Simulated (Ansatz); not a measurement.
GeHMe2(SiH3) (C₂H₁₀GeSi), relaxed as a singlet with RKS r2SCAN-D4/def2-SVP in Ansatz, starting from the GFN2-xTB geometry. Force threshold 0.02 eV/Å.

Start:

```xyz
14

Ge   -0.328    0.393    0.127
H    -1.248    1.578    0.405
C    -1.506   -1.201    0.156
H    -2.064   -1.259    1.088
H    -0.917   -2.111    0.062
H    -2.221   -1.182   -0.662
C     0.859    0.271    1.710
H     1.492    1.150    1.803
H     1.508   -0.599    1.633
H     0.282    0.175    2.626
Si    0.837    0.655   -1.896
H    -0.079    0.895   -3.011
H     1.614   -0.547   -2.209
H     1.771    1.781   -1.831
```

| step | energy (eV) | largest force component (eV/Å) | SCF passes |
| --- | --- | --- | --- |
| 1 | -66619.7529 | 0.954 | 17 |
| 2 | -66619.8330 | 0.226 | 19 |
| 3 | -66619.8456 | 0.066 | 20 |
| 4 | -66619.8461 | 0.024 | 20 |
| 5 | -66619.8466 | 0.010 | 19 |
| 6 | -66619.8469 | 0.024 | 19 |
| 7 | -66619.8469 | 0.014 | 20 |

Force components are those of the run's own axes.

End:

```xyz
14

Ge   -0.3737    0.4086    0.1922
H    -1.2662    1.6521    0.4037
C    -1.5133   -1.1870    0.1341
H    -2.0647   -1.2946    1.0810
H    -0.9012   -2.0896   -0.0158
H    -2.2431   -1.1226   -0.6867
C     0.8762    0.2622    1.6970
H     1.5125    1.1567    1.7714
H     1.5267   -0.6168    1.5709
H     0.3219    0.1513    2.6418
Si    0.8261    0.6389   -1.8549
H    -0.1038    0.7769   -3.0201
H     1.6781   -0.5720   -2.0856
H     1.7245    1.8361   -1.8292
```

By distances, no bond broke or formed. The bond that changes most is Ge1–Si11, from 2.35 to 2.38 Å (atoms count from 1).

The force fell under the threshold at step 5, but the optimiser went on. No frequencies were taken in this run, so the end may be a saddle point.

Run time 21 s (4 threads of Intel Xeon on a shared host).
